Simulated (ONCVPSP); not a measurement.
## Which change was made? (Co, ONCV)

ONCVPSP 4.0.1 input, shortened (lines: element, Z, core and valence counts, functional; n l f; lmax; l rc ep ncon nbas qcut; lloc lpopt rc5 dvloc0; l nproj debl; icmod fcfact rcfact), LDA (Perdew-Wang 92), non-relativistic:

```
  Co 27.00    4    4  -001012      upf
    1    0    2.00
    2    0    2.00
    2    1    6.00
    3    0    2.00
    3    1    6.00
    3    2    7.00
    4    0    1.50
    4    1    0.50
    2
    0    2.55    0.00    4    6    2.80
    1    1.30    0.00    3    7   10.40
    2    1.05    0.00    4    9   13.10
    4    2    1.00    0.00
    0    1    1.00
    1    2    3.50
    2    1    3.70
    3    4.25    1.25
```

Cutoffs, loose and tight: the cutoffs (Ha) at which the residual kinetic energy of the hardest occupied pseudo-wave falls to 1 and 0.1 mHa per electron. They do not see the model core or the augmentation charge, which bear on the density cutoff. Test errors are all-electron minus pseudo excitation energies from the reference, over the configurations 3p6 3d7 4s2 4p0; 3p6 3d7 4s1 4p0; 3p6 3d7 4s0 4p0; 3p6 3d7 4s1 4p1; variants that change the core or the reference have their own tests. The largest error is taken over the tests solved by every variant that gives reliable tests at all, those not shown here included: 3p6 3d7 4s1 4p0; 3p6 3d7 4s1 4p1; 3p6 3d7 4s2 4p0.

The base gives: outcome: generated; cutoff, loose: 74 Ha; cutoff, tight: 84 Ha; bound ghosts: s; GHOST(+) flags above zero: none; largest test error (meV): -1.4.

**Question.** After one change the result is: outcome: generated; cutoff, loose: 60 Ha; cutoff, tight: 68 Ha; bound ghosts: none; GHOST(+) flags above zero: s; largest test error (meV): -3.4. Which change was it?
A. all radii but the core radius scaled by about 1.32 (s 3.38, p 1.72, d 1.38 bohr); local potential polynomial inside 1.32 bohr (lpopt 2, dvloc0 0 Ha)
B. all radii but the core radius scaled by about 0.84 (s 2.14, p 1.08, d 0.88 bohr); local potential polynomial inside 0.84 bohr (lpopt 2, dvloc0 0 Ha)
C. all radii but the core radius scaled by about 1.20 (s 3.04, p 1.56, d 1.26 bohr); local potential polynomial inside 1.20 bohr (lpopt 2, dvloc0 0 Ha)

**Answer.** A. The others give: all radii but the core radius scaled by about 0.84 (s 2.14, p 1.08, d 0.88 bohr); local potential polynomial inside 0.84 bohr (lpopt 2, dvloc0 0 Ha) → outcome: generated; cutoff, loose: 91 Ha; cutoff, tight: 368 Ha; bound ghosts: s; GHOST(+) flags above zero: none; largest test error (meV): -1.3 | all radii but the core radius scaled by about 1.20 (s 3.04, p 1.56, d 1.26 bohr); local potential polynomial inside 1.20 bohr (lpopt 2, dvloc0 0 Ha) → outcome: generated; cutoff, loose: 64 Ha; cutoff, tight: 72 Ha; bound ghosts: none; GHOST(+) flags above zero: s; largest test error (meV): +5.7.
